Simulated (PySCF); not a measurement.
## [C5H4ClO]+: core ionisation energies

Species: C5H4ClO (charge +1).
Structure used (GFN2-xTB), in Å, numbered top down from 1:
```xyz
11
C5H4ClO angstrom
Cl    -1.966    2.039    0.000
C     -0.801    0.831   -0.002
C     -1.159   -0.534   -0.012
C     -0.162   -1.473   -0.014
O      1.111   -1.151   -0.004
C      1.479    0.110    0.007
C      0.576    1.140    0.007
H     -2.195   -0.835   -0.019
H     -0.344   -2.542   -0.022
H      2.554    0.253    0.016
H      0.914    2.165    0.016
```

Method used: delta-SCF UKS SCAN, pcX-2 on the ionised atom, pcseg-1 elsewhere, spin-free X2C (PySCF 2.14.0). These are vertical core ionisation energies against the vacuum level, from separate self-consistent calculations with and without the core hole.

List the computed XPS lines with their assignment.

```csv
atom(s),environment,level,binding energy (eV),2p1/2 (eV),above the level's lowest (eV),count
Cl1,aryl chlorine,Cl 2p3/2,211.88,213.53,0.00,1
C3/C7,aromatic CH carbon,C 1s,296.88,–,0.00,2
C4/C6,aromatic CH next to a ring oxygen,C 1s,298.56,–,+1.68,2
C2,aromatic C–Cl carbon,C 1s,298.74,–,+1.86,1
O5,ring oxygen,O 1s,546.86,–,0.00,1
Cl1,aryl chlorine,Cl 1s,2834.51,–,0.00,1
```

The listed C 1s values span 1.86 eV, from C3/C7 (bonded to 2 C (aromatic in the SMILES) and H) to C2 (bonded to Cl and 2 C (aromatic in the SMILES)). Summing the Pauling electronegativity differences to the bonded atoms, each weighted by its formal bond order, gives -0.35 for the lowest site and +0.61 for the highest; the largest sum, +0.99, belongs to C4/C6, 0.18 eV below the top.

Which effective nuclear charge Zeff reproduces each element's mean 1s value in the hydrogen-like formula E = 13.606 eV × Zeff²?

C (Z = 6): mean 297.9 eV, Zeff = 4.68, Z − Zeff = 1.32; O (Z = 8): mean 546.9 eV, Zeff = 6.34, Z − Zeff = 1.66; Cl (Z = 17): mean 2834.5 eV, Zeff = 14.43, Z − Zeff = 2.57. Means run over the listed sites, weighted by atom count.

Give the binding energy of O 1s of O5 in hartree and in kJ/mol.

546.86 eV = 20.0967 Eh = 52764 kJ/mol.

The first atom of each set that the bonding makes equivalent was ionised and stands for the set. The 2p values aren't plain energy differences: one relaxed spin-free 2p hole is combined with a matrix within the shell (ground-state 2p orbital-energy differences and spin–orbit coupling). 2p3/2, the mean of its two sublevels, lies a third of the splitting below the shell's mean and 2p1/2 two thirds above it; the statistical areas are 2:1. 2p1/2 minus 2p3/2 (ligand field included): Cl 1.66 eV. The species carries charge +1, so core ionisation leaves charge +2. Isolated species at its GFN2-xTB geometry, gas phase.
